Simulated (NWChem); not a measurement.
# ZnNH2Cl; SMILES [NH2][Zn][Cl]

```xyz
5

Zn    -0.0177     0.3314     0.0000
Cl     0.0208    -1.7751     0.0000
N      0.1019     2.1420     0.0000
H     -0.2676     2.6197    -0.8189
H     -0.2676     2.6197     0.8189
```
Atoms are numbered in this order, from 1.

All runs: NWChem. Structure relaxed at the PBE0/def2-SVP level. B3LYP is NWChem's, with the RPA form of VWN correlation. Ions are spin-unrestricted doublets at the neutral geometry; other ion states weren't tried.

Problem. Estimate the computed values for B3LYP/def2-SVP. Quantities: vertical ionisation energy, ΔSCF (eV); −ε(HOMO) (eV).

Solution. 
- vertical ionisation energy, ΔSCF (eV): 9.36
- −ε(HOMO) (eV): 6.57
